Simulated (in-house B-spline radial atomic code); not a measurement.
## Ionising the oxygen ion O⁵⁺ with different functionals

Computed with an all-electron radial atomic-structure program (B-spline basis): scalar-relativistic (spin-free X2C) Hamiltonian, Fermi nucleus of rms radius 2.6991 fm, spin-polarised at highest spin, spherical fractional occupations for the functionals, and exact exchange of hybrids averaged over the configuration. The ionisation energy is the difference of two self-consistent energies, [He] 2s1 → 1s2, without Breit or QED terms; ε is the level of the shell that loses the electron (its least bound occupied spin orbital).

```csv
method,rung,ΔSCF (eV),-ε(2s) (eV)
PBE0,global hybrid,138.62,130.86
B3LYP,global hybrid,139.03,130.41
TPSSh,global hybrid,138.53,129.64
BHandHLYP,global hybrid,138.89,133.32
r2SCAN0,global hybrid,138.03,131.24
B97-1,global hybrid,138.42,130.35
HSE06,range-separated hybrid,138.62,130.43
wB97X,range-separated hybrid,136.93,133.26
CAM-B3LYP,range-separated hybrid,138.93,132.35
LC-wPBE,range-separated hybrid,138.85,133.91
```

Q: Among the functionals, which spreads more, the ΔSCF values or the orbital energies?

A: The orbital energies: ΔSCF values span about 2.10 eV and the orbital energies 4.28 eV.

Q: How do they compare with the NIST value?

A: NIST lists 138.119 eV ± 0.0021 (semi-empirical, ground level to ground level). Errors run from -1.19 to +0.91 eV; r2SCAN0 is closest (-0.09 eV), but part of that can be cancellation, since the calculations leave out Breit-QED terms.
